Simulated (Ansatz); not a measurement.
Reaction (hydrogenolysis of a C–C bond): `C[CH](C)[AlH][OH]` + H₂ → `C[CH2][AlH][OH]` + CH₄

Calculated with Ansatz (gas phase, PBE0-D4/def2-TZVP geometries, no zero-point term in ΔE). CCSD(T)/CBS is the MP2 limit (def2-TZVPP, def2-QZVPP) plus CCSD(T) − MP2 in def2-TZVPP, frozen cores. This one scheme is used for every species. Functionals use def2-TZVPP. One conformer a species, not always the lowest.

```
         level  ΔE (kJ/mol)
    r2SCANh-D4        -79.1
        revPBE        -85.1
  MP2/def2-SVP        -71.7
CCSD/CBS(def2)        -79.9
```

Question: What does CCSD(T)/CBS give? (Best estimate.)

Answer: Computed: -75.8 kJ/mol. The listed levels differ from it by -3.3, -9.3, 4.1, -4.1 kJ/mol.

Largest T1 diagnostic among the species: 0.011.

The D4 term adds +9.9 kJ/mol with B3LYP and +5.4 kJ/mol with PBE0; it sums over pairs of atoms, weighted by their polarisabilities, and B3LYP, whose exchange is more repulsive, gets the larger term. In def2-TZVPP, CCSD(T) changes the Hartree–Fock value by +21.8 kJ/mol (the triples alone add +4.2 kJ/mol) and MP2 by +25.6 kJ/mol.

B3LYP here is the variant with VWN-RPA as its local correlation; programs differ in this.
